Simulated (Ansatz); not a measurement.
System: sum formula AlOH$_{3}$, charge 0, multiplicity 1. SMILES: [OH][AlH2]
Structure (B3LYP-D3(BJ)/def2-TZVP (Ansatz, a program for electronic structure) minimum search):
```
Al
O 1 1.6999
H 2 0.9581 1 124.14
H 1 1.5709 2 115.84 3 -180.00
H 1 1.5789 4 124.38 2 -180.00
```
Charge 0, spin multiplicity 1.

Wanted: vertical ionisation energy (to the doublet state of charge +1; each state is the SCF solution reached for its spin), in eV. Correlated levels leave the core frozen unless marked. Open shells are spin-unrestricted. No spin-orbit coupling. No relativistic terms. CBS marks a two-point X^-3 extrapolation of the correlation energy; Hartree-Fock from the larger set.

| level | program | vertical ionisation energy (eV) |
|---|---|---|
| PBE/def2-TZVPD | Ansatz | 10.53 |
| BHLYP/def2-TZVPD | Ansatz | ? |
| SCS-MP2/def2-SVPD | Ansatz | 11.34 |
| CCSD/def2-QZVPPD | Ansatz | 11.34 |
| CCSD(T)/CBS(aug-cc-pV(T+d)Z,aug-cc-pV(Q+d)Z) | Ansatz | ? |

Question: What belongs in the gaps?

Answer: 
- BHLYP/def2-TZVPD, vertical ionisation energy (eV): 11.12
- CCSD(T)/CBS(aug-cc-pV(T+d)Z,aug-cc-pV(Q+d)Z), vertical ionisation energy (eV): 11.32
